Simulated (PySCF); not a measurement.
A species of formula C7H8O2Si has this rotational fingerprint, computed with PBE0/pcSseg-1 in PySCF (dipole) on a GFN2-xTB geometry, gas phase:

- Rotational constants: A = 1582, B = 914.5, C = 583.4 MHz
- Dipole components: |μa| = 3.12 D, |μb| = 3.17 D, |μc| = 0.00 D
- Inertial defect: -5.76 u·Å²
- κ: -0.34

**Question.** Which candidate fits, each taken in the one conformer that was computed?
A. `[CH3:1][C@@H:2]1[SiH2:3][C:4](=[O:5])[C@H:6]1[C:7]#[C:8][CH:9]=[O:10]` with C1–C2–Si3–C4 -127°, C2–Si3–C4–O5 -169°, Si3–C4–C6–C7 -132°, C1–C2–C6–C4 134°
B. `[O:1]=[CH:2][c:3]1[cH:4][cH:5][cH:6][cH:7][c:8]1[O:9][SiH3:10]` with O1–C2–C3–C4 0°, C7–C8–O9–Si10 0°
C. `[CH2:1]=[CH:2][CH2:3][C:4]1=[CH:5][C:6](=[O:7])[SiH2:8][C:9]1=[O:10]` with C1–C2–C3–C4 122°, C2–C3–C4–C5 -27°, C4–C5–C6–O7 -168°, C5–C6–Si8–C9 -14°, C6–Si8–C9–O10 -163°, C3–C4–C9–Si8 168°

**Answer.** B. It is O=Cc1ccccc1O[SiH3], an asymmetric top, point group Cs. The candidates at the same level (rigid rotor, commonest isotopes):

```tsv
SMILES	A (MHz)	B (MHz)	C (MHz)	μa (D)	μb (D)	μc (D)	Δ (u·Å²)	point group	rotor
C=CCC1=CC(=O)[SiH2]C1=O	1780	784.0	563.8	1.46	0.19	1.06	-32.21	C1	asymmetric top
O=Cc1ccccc1O[SiH3]	1582	914.5	583.4	3.12	3.17	0.00	-5.76	Cs	asymmetric top
C[C@@H]1[SiH2]C(=O)[C@H]1C#CC=O	1847	590.3	497.3	4.10	1.65	1.09	-113.40	C1	asymmetric top
```

`C[C@@H]1[SiH2]C(=O)[C@H]1C#CC=O` has B 35 % too low; `C=CCC1=CC(=O)[SiH2]C1=O` has B 14 % too low. In the right answer the mirror of this Cs structure is the ab plane, so μc vanishes by symmetry. No structure here is proved a minimum.
